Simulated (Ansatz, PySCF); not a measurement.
Molecule: sulfur trioxide, SO₃ (charge 0, singlet). SMILES: S(=O)(=O)=O
Geometry: optimised at B3LYP-D3(BJ)/def2-TZVP (Ansatz, a program for electronic structure).

Wanted: vertical triplet-singlet gap (E(triplet) - E(singlet); each state is the SCF solution reached for its spin; the molecule has degenerate orbitals, so one determinant may break the symmetry; the UHF <S^2> is 2.14 for the triplet (pure: 2.00); for the triplet the Hartree-Fock reference is unstable and T1 is 0.107), in kcal/mol. Cores are frozen in the correlated levels unless marked. UHF or UKS for open shells. No spin-orbit coupling. No relativistic terms. 

| level | program | vertical triplet-singlet gap (kcal/mol) |
|---|---|---|
| HF/aug-cc-pV(Q+d)Z | Ansatz | 110.8 |
| BHLYP/def2-TZVPD | Ansatz | 117.6 |
| M06-2X/def2-TZVPD | PySCF | 121.2 |
| wB97M-V/def2-TZVPD | Ansatz | 118.6 |
| B2PLYP/def2-TZVPD | Ansatz | 116.5 |
| CCSD(T)/aug-cc-pV(D+d)Z | Ansatz | 118.8 |
